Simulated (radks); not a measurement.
Q: The dysprosium ion Dy13+ is in [Kr] 4d10 4f5 5s2. Method: scalar-relativistic Kohn-Sham, BLYP, spin-polarised, spherical densities, finite nucleus; Fermi nuclear charge, rms radius of each element as measured or else 0.836 A^(1/3) + 0.57 fm; computed with a radial shooting solver on a logarithmic mesh with Libxc functionals. Open shells are filled with parallel spins first. One electron is removed from 4d, 4f, 5s, 4p in turn, with full relaxation. Which removal costs least, and what does each cost?

A: 5s 273.27 eV; 4f 273.85 eV; 4d 425.72 eV; 4p 567.32 eV. The 5s electron leaves first.
